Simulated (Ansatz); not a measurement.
The cluster Al3B⁻. The state is a doublet with charge -1. Geometry B3LYP-D4/def2-TZVPD.

```xyz
4

B     0.013    0.258    0.096
Al   -0.267   -0.512    1.982
Al   -1.502   -0.175   -1.096
Al    1.756    0.429   -0.982
```

At PBE-D4/def2-SVPD, BLYP-D4/def2-TZVPD the highest occupied level of the charge -1 doublet lies above zero (up to 0.19 eV). By energy differences its removal costs 2.03 eV (vertical, to the charge 0 triplet, at PBE0-D4/def2-TZVPD). At r2SCANh-D4/def2-TZVPD the charge -1 doublet is spin-contaminated (final ⟨S²⟩ up to 0.84, 0.75 for a pure state). The structure comes from a short search, and lower isomers may exist.

(1) Estimate the α-spin orbital energies around the gap (eV) in Ansatz with PBE-D4/def2-SVPD, PBE-D4/def2-TZVPD, BLYP-D4/def2-TZVPD, B97M-V/def2-TZVPD, r2SCANh-D4/def2-TZVPD.

Results:

(1) 
| orbital | PBE-D4/def2-SVPD | PBE-D4/def2-TZVPD | BLYP-D4/def2-TZVPD | B97M-V/def2-TZVPD | r2SCANh-D4/def2-TZVPD |
| --- | --- | --- | --- | --- | --- |
| HOMO−13 | -64.71 | -64.53 | -64.50 | -67.22 | -68.16 |
| HOMO−12 | -64.67 | -64.51 | -64.50 | -67.17 | -68.08 |
| HOMO−11 | -64.67 | -64.51 | -64.50 | -67.17 | -68.07 |
| HOMO−10 | -64.63 | -64.48 | -64.47 | -67.14 | -68.05 |
| HOMO−9 | -64.63 | -64.48 | -64.47 | -67.14 | -68.05 |
| HOMO−8 | -64.49 | -64.32 | -64.32 | -66.98 | -67.91 |
| HOMO−7 | -64.48 | -64.32 | -64.31 | -66.98 | -67.91 |
| HOMO−6 | -7.12 | -7.21 | -6.96 | -7.92 | -8.51 |
| HOMO−5 | -3.82 | -3.85 | -3.64 | -4.07 | -4.56 |
| HOMO−4 | -3.64 | -3.68 | -3.46 | -3.87 | -4.38 |
| HOMO−3 | -1.42 | -1.49 | -1.29 | -1.65 | -2.06 |
| HOMO−2 | -0.49 | -0.51 | -0.24 | -0.54 | -1.02 |
| HOMO−1 | -0.38 | -0.40 | -0.14 | -0.44 | -0.91 |
| HOMO | -0.05 | -0.07 | 0.13 | -0.19 | -0.46 |
| LUMO | 1.35 | 1.31 | 1.53 | 1.38 | 1.62 |
| LUMO+1 | 1.75 | 1.69 | 1.89 | 1.76 | 2.03 |
| LUMO+2 | 1.94 | 1.87 | 2.06 | 1.96 | 2.19 |
| LUMO+3 | 2.12 | 2.03 | 2.21 | 2.07 | 2.43 |
| LUMO+4 | 2.79 | 2.72 | 2.85 | 2.66 | 3.17 |
| LUMO+5 | 3.09 | 2.76 | 2.89 | 2.81 | 3.40 |
| β HOMO | 0.02 | 0.00 | 0.19 | -0.10 | -0.42 |
| β LUMO | 0.30 | 0.30 | 0.45 | 0.30 | 0.72 |
